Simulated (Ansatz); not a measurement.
Single points on the cluster Ge2O2⁺.

```yaml
crystal:
  periodic: [false, false, false]
  atoms:
    - {symbol: Ge, position_ang: [0.431943, 1.458338, 0.145338]}
    - {symbol: Ge, position_ang: [-0.431995, -1.458340, -0.145315]}
    - {symbol: O, position_ang: [1.068131, -0.318081, 0.017043]}
    - {symbol: O, position_ang: [-1.068078, 0.318082, -0.017067]}
basis:
  gaussian: {orbitals: def2-TZVP, initial_orbitals: start.molden}
total_charge: 1
magnetization: {spin_polarized: true, initial_magnetization: 3}
hamiltonian: {xc: {name: BLYP}, dispersion: d4}
scf: {omitted_lower_state_checks: [starts]}
output: {orbitals: {seedname: orbitals}}
```

The file start.molden holds the orbitals of an earlier run on this structure, at another level or in another basis.

```sh
$ ansatz run in.yaml --threads 4 --pin off --events-out ev --progress --plain --max-ram 3916MiB
```

Shortened log:

```
Functional definition: BLYP
  name "BLYP"
  cite "Becke, Phys. Rev. A 38, 3098 (1988) doi:10.1103/PhysRevA.38.3098"
  cite "Lee, Yang & Parr, Phys. Rev. B 37, 785 (1988) doi:10.1103/PhysRevB.37.785"
  parameter beta = 0.0042
  parameter a = 0.04918
  parameter b = 0.132
  parameter c = 0.2533
  parameter d = 0.349
  exchange = b88_x(beta = beta)
  correlation = lyp_c(a = a, b = b, c = c, d = d)
these checks for a lower state are left out or cut short: starts
1018 factors; their error is unknown
mean field evaluation 1: about -117124.9388 eV, gradient 1.1e1 eV
mean field evaluation 2: about -117125.3042 eV, gradient 6.1e-1 eV
mean field evaluation 4: about -117125.3905 eV, gradient 6.0e-3 eV
mean field evaluation 8: about -117125.3663 eV, gradient 1.0e-5 eV
mean field -117125.36632487 eV, -4304.2778220143 hartree, gradient 1.0e-5 eV, S^2 3.756729; 0 other end points of the search recorded, 0 dependent functions left out
reference -117125.36660241 eV, -4304.2778322137 hartree; 41, 38 occupied and 117, 120 virtual orbitals, 1018 factors
Total energy: -117125.64554673 eV, -4304.2880832284 hartree
Checks for a lower state left out: starts
```

It took 2.2 s on 4 threads of Arm Neoverse V2 on a shared host.

As the first input, with `hamiltonian: {xc: pbe, dispersion: d4}` (abridged; 2.4 s):

```
Functional definition: PBE
mean field -117100.95866131 eV, -4303.3808569226 hartree, gradient 2.9e-5 eV, S^2 3.756802
Total energy: -117101.08528796 eV, -4303.3855103661 hartree
Checks for a lower state left out: starts
```

The first input with `hamiltonian: {xc: {name: LC-wPBE}}` (abridged; 6 s):

```
Functional definition: LC-wPBE
mean field -117103.00597997 eV, -4303.4560944954 hartree, gradient 1.6e-5 eV, S^2 3.769822
Total energy: -117103.00597997 eV, -4303.4560944957 hartree
Checks for a lower state left out: starts
```

Geometry: PBE-D4/def2-SVP.

LC-ωPBE has ω = 0.4 bohr⁻¹. At PBE0-D4/def2-TZVP a doublet of charge 1 lies 3.39 eV below the quartet, each at its own geometry. The structure comes from a short search, and lower isomers may exist.
